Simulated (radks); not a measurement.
Question: In, configuration [Kr] 4d8 5s2 5p3 (not the ground configuration). Method: Dirac Kohn-Sham, LDA (Slater exchange, Perdew-Wang correlation), spin-unpolarised, spherical densities, finite nucleus; open shells fill j = l - 1/2 first; Fermi nuclear charge, rms radius 4.6156 fm; computed with a radial shooting solver on a logarithmic mesh with Libxc functionals.

Spin-orbit splittings of the eigenvalues, e(l+1/2) - e(l-1/2), with zeta = 2 splitting/(2l+1) and mean radii in bohr:

shell  occ.  splitting (eV)  zeta (eV)  <r> j=l-1/2  <r> j=l+1/2
2p        6               ?          ?       0.1085       0.1138
3p        6           38.05      25.37       0.3397       0.3509
3d       10           7.809      3.123       0.3223       0.3259
4p        6           6.934      4.623       0.8886       0.9176
4d        8          0.9702     0.3881        1.104        1.118
5p        3          0.5427     0.3618        2.931        3.064

Estimate the 2p splitting.

Answer: 210.5 eV (zeta = 140.4 eV).
